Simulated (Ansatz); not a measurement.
Start from `CC[SiH](F)[SiH3]` and change one atom or group to get `CS[SiH](F)[SiH3]`.

Ansatz, PBE0-D4/def2-TZVP geometries, multiplicity 1. Each molecule was computed in one conformer, which needn't be the lowest.

```
                                          property  `CC[SiH](F)[SiH3]`
size of the dipole moment (ωB97M-V/def2-TZVPP) / D                1.61
                 LUMO energy (PBE/def2-TZVPP) / eV               -1.09
           HOMO–LUMO gap (ωB97M-V/def2-TZVPP) / eV               11.56
             HOMO–LUMO gap (B3LYP/def2-TZVPP) / eV                7.36
             LUMO energy (ωB97M-V/def2-TZVPP) / eV                1.54
                LUMO energy (PBE0/def2-TZVPP) / eV               -0.23
```

(1) What does the change do to each property? (Best estimate.)

Answers

(1) The calculation gave: 
```json
{"property": "size of the dipole moment (ωB97M-V/def2-TZVPP) / D", "`CS[SiH](F)[SiH3]`": "1.47", "shift": "-0.14"}
{"property": "LUMO energy (PBE/def2-TZVPP) / eV", "`CS[SiH](F)[SiH3]`": "-1.25", "shift": "-0.16"}
{"property": "HOMO–LUMO gap (ωB97M-V/def2-TZVPP) / eV", "`CS[SiH](F)[SiH3]`": "10.96", "shift": "-0.60"}
{"property": "HOMO–LUMO gap (B3LYP/def2-TZVPP) / eV", "`CS[SiH](F)[SiH3]`": "6.55", "shift": "-0.81"}
{"property": "LUMO energy (ωB97M-V/def2-TZVPP) / eV", "`CS[SiH](F)[SiH3]`": "1.41", "shift": "-0.13"}
{"property": "LUMO energy (PBE0/def2-TZVPP) / eV", "`CS[SiH](F)[SiH3]`": "-0.39", "shift": "-0.16"}
```

With PBE0 the HOMO rises by 0.61 eV and the LUMO falls by 0.16 eV, so the gap narrows by about 0.77 eV. PBE moves the HOMO by 0.63 eV and ωB97M-V by 0.47 eV. Dipoles are sizes alone; their direction can turn.

B3LYP here is the variant with VWN-RPA as its local correlation; programs differ in this.
